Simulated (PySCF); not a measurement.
**Re²⁺ (rhenium, charge +2) across methods**

[Xe] 4f14 5d4 6s1, high-spin 6D determinant (an excited configuration). Calculation: PySCF 2.14, in x2c-TZVPPall with one added diffuse shell each of s, p, d, f type (12s8p8d4f1g, 113 functions); the spin-free X2C one-electron Hamiltonian (Gaussian nucleus).

```
method   E (hartree)  mean ε 4f β (eV)  mean ε 5d α (eV)  mean ε 6s α (eV)  Σ⟨r²⟩ (bohr²)   ⟨S²⟩
r2SCAN     -16692.65           -62.811           -25.511           -22.475          45.63  8.753
   PBE     -16692.55           -62.202           -24.994           -22.151          45.76  8.751
  PBE0     -16692.34           -66.953           -26.689           -22.908          45.62  8.752
   UHF  -16687.32797           -80.345           -31.004           -24.704          45.70  8.756
   LDA     -16681.93           -62.646           -25.116           -22.468          45.79  8.751
```

Spin-orbit coupling, absent here, splits the open shell strongly.
